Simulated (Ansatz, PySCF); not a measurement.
This singlet lies 1.25 eV below the relaxed triplet at the level frozen-core CCSD(T)/cc-pVTZ // PBE0-D3(BJ)/def2-TZVP (Ansatz, a first-principles code).

```xyz
7

Si    -1.1756     0.2715     0.1326
Ge     0.5915    -1.3679    -0.3846
S      2.1412     0.0532     0.3010
H     -0.6959     1.5652     0.6934
H     -2.1275    -0.3423     1.1039
H     -1.9448     0.5517    -1.1148
H      3.2111    -0.7314     0.0692
```

Charge 0, multiplicity 1.

Q: Give the Mulliken and meta-Löwdin atomic charges from PBE-D3(BJ)/def2-TZVP // PBE0-D3(BJ)/def2-TZVP in PySCF.

A: 
```json
[
 {"atom": "Si1", "Mulliken (e)": "-0.02", "meta-Löwdin (e)": "0.14"},
 {"atom": "Ge2", "Mulliken (e)": "0.17", "meta-Löwdin (e)": "0.11"},
 {"atom": "S3", "Mulliken (e)": "-0.27", "meta-Löwdin (e)": "-0.17"},
 {"atom": "H4", "Mulliken (e)": "-0.01", "meta-Löwdin (e)": "-0.06"},
 {"atom": "H5", "Mulliken (e)": "-0.02", "meta-Löwdin (e)": "-0.06"},
 {"atom": "H6", "Mulliken (e)": "-0.02", "meta-Löwdin (e)": "-0.06"},
 {"atom": "H7", "Mulliken (e)": "0.16", "meta-Löwdin (e)": "0.10"}
]
```
